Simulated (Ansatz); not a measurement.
Reactions of C4H6O, SMILES `C=C=C(C)O`.

Computed with Ansatz on PBE0-D4/def2-TZVP structures; ΔE is electronic, products minus reactants. CBS: MP2 limit from def2 TZ/QZ plus the TZ coupled-cluster correction, frozen cores. This one scheme is used for every species, atoms too. For atomizations the MP2-based limit and the directly extrapolated one differ by several kJ/mol either way, and by 10 to 25 for some Ge, Se and Sn compounds, so smaller differences from it don't rank the levels. No spin–orbit coupling; open shells (•) take unrestricted orbitals. Spin–orbit coupling would lower the free atoms: a little for C, O. Each species was taken in one conformer, which may not be the lowest.

**Question.** Order these by ΔE at CCSD(T)/CBS, lowest first. (Best estimate.)
A. `C=C=C(C)O` → 4 C• + 6 H• + O•
B. `C=C=C(C)O` → `C#CCOC`
C. `C=C=C(C)O` + `BNCC=C` → `BN(C)CC=C` + `C=C=CO`
D. `C=C=C(C)O` → `[CH2]` (triplet) + `C=C=CO`
E. `C=C=C(C)O` + HCl → `C=C=C(C)Cl` + H₂O
F. `C=C=C(C)O` + `NB(F)S` → `CNB(F)S` + `C=C=CO`
G. `C=C=C(C)O` + H–F → `C=C=C(C)F` + H₂O
H. `C=C=C(C)O` + H₂ → `C=C=CO` + CH₄

**Answer.** H (-46.4 kJ/mol), E (-11.6 kJ/mol), G (+16.4 kJ/mol), C (+45.2 kJ/mol), F (+54.4 kJ/mol), B (+73.6 kJ/mol), D (+456.7 kJ/mol), A (+4602.4 kJ/mol).

Largest T1 diagnostic: 0.013, for `C=C=CO`.
